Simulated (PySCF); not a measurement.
Species: C₅H₁₀OSi.
Numbering: `[CH3:1][C:2]#[C:3][Si@@H:4]([OH:5])[CH2:6][CH3:7]` (hydrogens: H8, H9, H10 on C1; H11 on Si4; H12 on O5; H13, H14 on C6; H15, H16, H17 on C7)

Cartesian coordinates in Å at the PBE0-D3(BJ)/def2-SVP level; atoms count from 1:
```
atom  x, y, z in Å
C1     3.3489    0.6442   -0.3682
C2     2.0304    0.0437   -0.2884
C3     0.9214   -0.4612   -0.2263
Si4   -0.7534   -1.2053   -0.1243
O5    -0.8892   -2.0886    1.2868
C6    -2.0706    0.1158   -0.0530
C7    -1.9218    1.0678    1.1304
H8     4.0672    0.1052    0.2692
H9     3.7308    0.6218   -1.4009
H10    3.3261    1.6944   -0.0379
H11   -0.9325   -2.0802   -1.3241
H12   -0.1475   -2.6619    1.4994
H13   -3.0485   -0.3964   -0.0251
H14   -2.0422    0.6644   -1.0108
H15   -1.9789    0.5225    2.0847
H16   -0.9497    1.5851    1.1067
H17   -2.7091    1.8378    1.1361
```

Level: PBE0/pcSseg-1 and wB97X-D/def2-SVPD in PySCF, non-relativistic, on one gas-phase PBE0-D3(BJ)/def2-SVP geometry that isn't relaxed in the solvent. The solvent is an IEF-PCM continuum (cavity from Bondi-type radii × 1.2). The model holds no explicit solvent molecules, cavitation or dispersion.

Gas phase at PBE0/pcSseg-1: HOMO -7.56 eV, LUMO 0.06 eV, dipole 2.29 D.

**Question.** What does the continuum do to the energy, the frontier levels and the dipole at PBE0/pcSseg-1 in tetrahydrofuran and water?

**Answer.** 
```
        solvent      ε  E(solvent) − E(gas) (kJ/mol)  polarisation term (kJ/mol)  distortion of the solute (kJ/mol)  HOMO (eV)  LUMO (eV)  dipole (D)
tetrahydrofuran  7.426                        -20.92                      -22.78                               1.86      -7.63       0.04        2.77
          water  78.36                        -25.82                      -28.70                               2.88      -7.66       0.02        2.88
```

Polarisation term: ½ Σ q·V over the induced surface charges. Distortion: the rise of the solute's own energy as its density leaves the gas-phase optimum. From tetrahydrofuran to water the lowering changes by a factor 1.23, Onsager's factor (ε − 1)/(2ε + 1) by 1.21 and ε itself by 10.6.

**Question.** Which radius a makes the point-dipole formula ΔE = −[(ε − 1)/(2ε + 1)]·μ²/a³ give the value in water, with the gas-phase dipole?

**Answer.** μ = 0.902 au and |ΔE| = 0.00984 Eh give a = 1.82 Å; the farthest nucleus lies 4.11 Å from the centroid of the nuclei, so such a sphere wouldn't even hold the nuclei. The formula assumes a rigid point dipole at the centre of a sphere.

**Question.** Give the dipole vector in the frame of the coordinates (D, pointing from negative to positive charge), gas and water.

**Answer.** Gas (2.19, 0.61, -0.29), solvent (2.73, 0.82, -0.44). Its length changes by +26 % and its direction by 2°.

**Question.** Which Hirshfeld charges (PBE0/pcSseg-1) respond most in tetrahydrofuran (means over atoms taken as equivalent)?

**Answer.** 
| atoms | environment | gas (e) | solvent (e) | change |
| --- | --- | --- | --- | --- |
| C3 | alkyne carbon | -0.190 | -0.204 | -0.014 |
| O5 | silanol oxygen | -0.310 | -0.321 | -0.011 |
| H12 | hydroxyl hydrogen | +0.171 | +0.181 | +0.010 |
| H8/H9/H10 | methyl hydrogen | +0.063 | +0.070 | +0.007 |
| Si4 | oxygen-bound silicon | +0.420 | +0.415 | -0.005 |
| H14 | methylene hydrogen | +0.041 | +0.044 | +0.003 |
| H13 | methylene hydrogen | +0.043 | +0.045 | +0.002 |
| H11 | Si–H hydrogen | -0.090 | -0.092 | -0.002 |
| C7 | methyl carbon | -0.114 | -0.116 | -0.002 |
| C2 | alkyne carbon | -0.025 | -0.026 | -0.001 |
| C1 | propargylic carbon | -0.091 | -0.090 | +0.001 |
| C6 | sp3 carbon bound to silicon | -0.156 | -0.157 | -0.001 |

**Question.** Which Mayer bond orders change most in tetrahydrofuran?

**Answer.** 
```
  bond  length (Å)    gas  solvent  change
 C2–C3       1.220  2.519    2.502  -0.017
O5–H12       0.961  0.936    0.925  -0.011
 C1–C2       1.451  1.184    1.191  +0.007
C3–Si4       1.835  0.954    0.961  +0.007
 C1–H8       1.101  0.922    0.915  -0.007
C1–H10       1.101  0.922    0.915  -0.007
 C1–H9       1.101  0.923    0.917  -0.006
Si4–C6       1.867  0.922    0.927  +0.005
```

Gas phase at wB97X-D/def2-SVPD: HOMO -9.42 eV, LUMO 1.63 eV, dipole 2.23 D.

**Question.** What does the continuum do to the energy, the frontier levels and the dipole at wB97X-D/def2-SVPD in tetrahydrofuran?

**Answer.** 
```json
{"solvent": "tetrahydrofuran", "ε": "7.426", "E(solvent) − E(gas) (kJ/mol)": "-20.26", "polarisation term (kJ/mol)": "-22.39", "distortion of the solute (kJ/mol)": "2.13", "HOMO (eV)": "-9.48", "LUMO (eV)": "1.63", "dipole (D)": "2.75"}
```

**Question.** How does the static polarisability (wB97X-D/def2-SVPD, frozen core, with the continuum's full static response) change?

**Answer.** 
```csv
medium,isotropic (au),principal values (au),⟨r²⟩ of the electrons (bohr²)
gas,90.4,"74.1, 81.9, 115.3",1321.9
tetrahydrofuran,113.5,"95.5, 102.8, 142.3",1320.0
```

The isotropic value in tetrahydrofuran is 1.26 times the gas-phase one; no cavity-field correction is applied. ⟨r²⟩ is taken about the centre of nuclear charge.

wB97X-D is run here without its empirical dispersion term; that term would change no orbital, density or response property at a fixed geometry.
